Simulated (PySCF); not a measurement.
**Spinor energies of La⁴¹⁺ (lanthanum, charge +41)**

Start: [Ne] 3s2 3p4; 3p1/2 filled at m_j = -1/2, +1/2; 3p3/2 filled at m_j = +1/2, +3/2. Calculated with PySCF 2.14 in an even-tempered Gaussian basis (18 s from 8.9 bohr⁻², ratio 2.4; 14 p from 12 bohr⁻², ratio 2.4; 4 d from 43 bohr⁻², ratio 2.6; 4 f from 65 bohr⁻², ratio 2.6): generalised Hartree-Fock with the X2C-1e Hamiltonian and a Gaussian nucleus; one run each with spin-orbit coupling (SO) switched off, then screened by Boettger's factors.

| spinor shell | electrons | ε, spin-free (eV) | ε, screened SO (eV) | weight of nominal j (screened SO) | rms radius, screened SO (bohr) |
| --- | --- | --- | --- | --- | --- |
| 1s1/2 | 2 | -41614.6 | -41606.7 | 1.000 | 0.0286 |
| 2s1/2 | 2 | -8721.0 | -8717.6 | 1.000 | 0.114 |
| 2p1/2 | 2 | -8073.4 | -8370.5 | 1.000 | 0.0983 |
| 3s1/2 | 2 | -3365.3 | -3364.0 | 1.000 | 0.277 |
| 3p1/2 | 2 | -3167.7 | -3235.2 | 0.997 | 0.265 |
| 3p3/2 | 2 | -3167.7 | -3135.3 | 0.998 | 0.274 |

Where does 2p3/2 lie, and what is the 2p spin-orbit splitting (screened SO)?

At -7938.8 eV, 431.65 eV above 2p1/2.

```tsv
quantity	spin-free	screened SO
E (hartree)	-7013.09599	-7018.72459
M_J	2	2
⟨J²⟩	6.001	6.002
⟨L²⟩	2.000	3.162
⟨S²⟩	2.000	1.438
```

Each row is a mean over spinors that exchange with the open shell spreads, by up to 29.320 eV (3s1/2).

Breit and QED terms are absent; they matter most for the inner s and p1/2 levels.

Densities and radii are taken from the X2C orbitals without a picture-change correction, which distorts them close to the nucleus.

Without spin-orbit coupling the j labels of p, d and f shells carry no meaning; the spin-free column gives the mean over the occupied spinors of each nl shell.
